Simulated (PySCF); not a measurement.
F3Ge (SMILES [F][Ge]([F])[F]), doublet, at a GFN2-xTB geometry; PySCF with DF-PBE0/aug-cc-pVDZ.

The PySCF input:
```python
from pyscf import gto, scf, dft

mol = gto.M(
    atom='''
F    -1.034034   -1.262326   -0.413136
Ge    0.002856    0.009445    0.381250
F     1.595920   -0.278150   -0.457217
F    -0.572039    1.506892   -0.485203
''',
    basis='aug-cc-pvdz',
    charge=0,
    spin=1,
    verbose=3,
)

mf = dft.UKS(mol)
mf.xc = 'pbe0'
mf = mf.density_fit(auxbasis='def2-universal-jkfit')
mf.kernel()
mf.analyze()
```

It wrote (shortened):

```
converged SCF energy = -2376.05581464766  <S^2> = 0.75402096  2S+1 = 2.0040169
**** MO energy ****
                             alpha | beta                alpha | beta
MO #1   energy= -399.277888604066  | -399.276425751776  occ= 1 | 1
MO #2   energy= -50.0877240220078  | -50.0865085965378  occ= 1 | 1
MO #3   energy= -44.5703480157102  | -44.568912007638   occ= 1 | 1
MO #4   energy= -44.5696699998367  | -44.5689119910693  occ= 1 | 1
MO #5   energy= -44.5696699886275  | -44.5687109412715  occ= 1 | 1
MO #6   energy= -24.8086065110497  | -24.8037797880395  occ= 1 | 1
MO #7   energy= -24.8086056969265  | -24.8037790073997  occ= 1 | 1
MO #8   energy= -24.8085951306946  | -24.8037664518259  occ= 1 | 1
MO #9   energy= -6.43792760558877  | -6.43461925678885  occ= 1 | 1
MO #10  energy= -4.59212056099868  | -4.58893395077291  occ= 1 | 1
MO #11  energy= -4.59037481608407  | -4.58893378403358  occ= 1 | 1
MO #12  energy= -4.5903746313007   | -4.58717802642134  occ= 1 | 1
MO #13  energy= -1.38878457314015  | -1.38551552644655  occ= 1 | 1
MO #14  energy= -1.38878372212095  | -1.3855145951785   occ= 1 | 1
MO #15  energy= -1.38141561260927  | -1.37682200416572  occ= 1 | 1
MO #16  energy= -1.37979467958304  | -1.3768211124074   occ= 1 | 1
MO #17  energy= -1.37979369821131  | -1.37636764435597  occ= 1 | 1
MO #18  energy= -1.22694985240392  | -1.21476633420393  occ= 1 | 1
MO #19  energy= -1.20289537588606  | -1.19059194267237  occ= 1 | 1
MO #20  energy= -1.20289490272025  | -1.19059159776433  occ= 1 | 1
MO #21  energy= -0.621933720018675 | -0.596937076486284 occ= 1 | 1
MO #22  energy= -0.511325875734043 | -0.489177077892113 occ= 1 | 1
MO #23  energy= -0.511324392650764 | -0.489174619350608 occ= 1 | 1
MO #24  energy= -0.477399275773017 | -0.463679592332567 occ= 1 | 1
MO #25  energy= -0.455604816677577 | -0.443967390271429 occ= 1 | 1
MO #26  energy= -0.455602850277691 | -0.443966614892918 occ= 1 | 1
MO #27  energy= -0.437931949774457 | -0.433442489843979 occ= 1 | 1
MO #28  energy= -0.437931120729392 | -0.43344100691216  occ= 1 | 1
MO #29  energy= -0.432248594143784 | -0.428126269081569 occ= 1 | 1
MO #30  energy= -0.360919103993151 | -0.230004879761412 occ= 1 | 0
MO #31  energy= -0.0409314639261141 | -0.0150824549387064 occ= 0 | 0
MO #32  energy= -0.0409308992172753 | -0.0150818042708106 occ= 0 | 0
MO #33  energy= -0.00881112094503944 | 0.00638339343076311 occ= 0 | 0
MO #34  energy= 0.0167753446293961 | 0.0272382914405327 occ= 0 | 0
MO #35  energy= 0.050407191791007  | 0.0601096085807798 occ= 0 | 0
MO #36  energy= 0.0504075663050897 | 0.060110429955017  occ= 0 | 0
MO #37  energy= 0.0656675297808658 | 0.0751084915764704 occ= 0 | 0
MO #38  energy= 0.130569007431374  | 0.135556920675621  occ= 0 | 0

To work with the spin densities directly, `use mulliken_meta_spin()` only printing them here.

 ** Mulliken spin pop alpha/beta on meta-lowdin orthogonal AOs **
 ** Mulliken Spin Density (per atom)  **
spin density of  0 F =      0.11668
spin density of  1 Ge =      0.64996
spin density of  2 F =      0.11668
spin density of  3 F =      0.11668
 ** Mulliken pop alpha/beta on meta-lowdin orthogonal AOs **
 ** Mulliken atomic charges   ( Nelec_alpha | Nelec_beta ) **
charge of  0F =     -0.46326  (     4.78997      4.67329 )
charge of  1Ge =      1.38978  (    15.63009     14.98013 )
charge of  2F =     -0.46326  (     4.78997      4.67329 )
charge of  3F =     -0.46326  (     4.78997      4.67329 )
Dipole moment(X, Y, Z, Debye):  0.02570,  0.08485,  3.42464
```
